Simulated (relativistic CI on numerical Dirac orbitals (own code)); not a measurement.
**Ir⁷⁺: resonant inelastic scattering at the O2,3 edge**

Computed with this model: Dirac-Coulomb-Breit CI, KLI orbitals optimised for each configuration, a model potential for QED, valence Slater integrals scaled by 0.7, Kramers-Heisenberg scattering through one core-hole configuration in a parametric crystal field; configurations [Xe] 4f14 5d2 → [Kr] 4d10 4f14 5s2 5p5 5d3; 300 K; core-hole width 1 eV; summed over polarisations. Incident energies are the highest absorption maxima for each field (at most a few, so the weaker spin-orbit partner edge can be absent), on the computed scale of the free ion. Intensities are in per cent of the strongest line above 0.02 eV; levels within 1 cm⁻¹ are merged; final levels count from the ground level, the first row holds all elastic scattering, lines under 0.4 are left out and each table stops after 24 rows. The scale of the Slater integrals is a model choice and moves the terms in proportion.

Field parameters in Wybourne normalisation: D3d B²₀ = −7Dσ, B⁴₀ = −14Dq − 21Dτ, B⁴₃ = −14√(10/7) Dq; Oh B⁴₀ = 21Dq, B⁴₄ = √(5/14) B⁴₀. The field is a parameter set, without covalency, and values of 10Dq over about 45,000 cm⁻¹ lie beyond real compounds.

S is read from ⟨S²⟩ = S(S + 1).

Oh, 10Dq = 68250 cm⁻¹:

```tsv
Final level (eV)	Degeneracy	Irrep	S	59.5 eV	73.3 eV	76.2 eV
0.000	2	E	0.94	261.0	91.5	101.0
0.045	3	T2	0.94	58.4	23.9	20.8
1.048	3	T1	1.00	16.8	8.8	14.1
1.083	1	A1	0.91	1.8	1.8	6.3
2.040	3	T2	0.17	4.5	16.2	9.2
2.090	2	E	0.17	2.6	3.4	7.6
4.072	1	A1	0.25	0.1	1.5	8.2
```

Oh, 10Dq = 71150 cm⁻¹:

| Final level (eV) | Degeneracy | Irrep | S | 59.6 eV | 63.8 eV | 73.5 eV |
| --- | --- | --- | --- | --- | --- | --- |
| 0.000 | 2 | E | 0.94 | 328.1 | 172.8 | 126.6 |
| 0.043 | 3 | T2 | 0.94 | 68.7 | 100.0 | 31.6 |
| 1.042 | 3 | T1 | 1.00 | 22.3 | 61.4 | 12.9 |
| 1.074 | 1 | A1 | 0.91 | 3.0 | 25.3 | 2.2 |
| 2.036 | 3 | T2 | 0.17 | 5.9 | 11.2 | 22.4 |
| 2.083 | 2 | E | 0.17 | 3.5 | 38.0 | 4.6 |
| 4.072 | 1 | A1 | 0.24 | 0.1 | 9.9 | 1.7 |

D3d, 10Dq = 59250, Dσ = 500, Dτ = -220 cm⁻¹:

```tsv
Final level (eV)	Degeneracy	Irrep	S	58.8 eV	72.7 eV	75.3 eV
0.000	2	E	0.94	477.7	131.1	142.2
0.034	1	A1	0.94	33.5	12.2	8.0
0.071	2	E	0.93	75.8	32.9	18.9
1.074	1	A2	1.00	9.8	2.9	6.2
1.083	2	E	1.00	21.2	7.3	15.0
1.120	1	A1	0.91	2.0	2.7	12.5
2.059	2	E	0.19	4.0	16.3	6.6
2.061	1	A1	0.17	2.5	5.3	4.1
2.120	2	E	0.18	3.4	5.0	6.2
4.076	1	A1	0.26	0.3	3.4	9.3
7.432	1	A2	1.00	3.7	1.7	17.7
7.576	2	E	0.98	12.2	18.2	47.5
7.586	1	A1	0.98	4.8	13.5	26.5
7.814	2	E	0.97	5.3	25.0	62.4
7.835	1	A2	0.97	1.7	7.0	14.1
7.864	2	E	0.98	5.6	37.2	100.0
```

For the first field the strongest loss at the lowest incident energy is the level at 0.04 eV (S = 0.94, against 0.94 in the thermal ground state). Levels of other spin, the first over 8 % at 2.04 eV, appear because spin-orbit coupling of the core hole, and in heavier ions of the valence shell too, mixes spins.
